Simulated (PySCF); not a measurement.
PBE0 on P⁻ (phosphorus, charge -1), [Ne] 3s2 3p4, high-spin 3P determinant. Calculation: PySCF 2.14, in aug-cc-pwCVQZ; no relativity, point nucleus.

```
cycle= 1 E= -341.173655718786  delta_E= -0.00811  |g|= 0.02  |ddm|= 0.779
cycle= 2 E= -341.174066346739  delta_E= -0.000411  |g|= 0.0161  |ddm|= 0.104
cycle= 3 E= -341.174324422137  delta_E= -0.000258  |g|= 0.00556  |ddm|= 0.0834
cycle= 4 E= -341.174386052328  delta_E= -6.16e-05  |g|= 0.0021  |ddm|= 0.0354
cycle= 5 E= -341.17440267283  delta_E= -1.66e-05  |g|= 0.000392  |ddm|= 0.0229
cycle= 6 E= -341.174403615199  delta_E= -9.42e-07  |g|= 6.42e-05  |ddm|= 0.00646
cycle= 7 E= -341.174403634935  delta_E= -1.97e-08  |g|= 3.65e-06  |ddm|= 0.001
cycle= 8 E= -341.17440363496  delta_E= -2.52e-11  |g|= 6.99e-07  |ddm|= 2.78e-05
converged SCF energy = -341.17440363496  <S^2> = 2.0103518  2S+1 = 3.0068932
```

Highest occupied orbital energy: 1.015 eV; ⟨L²⟩ = 2.05; populations by l: s 6.00, p 10.00, d 0.00, f 0.00.

**Question.** Can this result be used?

**Answer.** With care. The calculation finished and met its thresholds. At PBE0 the highest occupied level has a positive energy, so only the finite basis holds that electron; in a semilocal or global hybrid functional this comes from self-interaction and does not mean that the real anion is unbound.
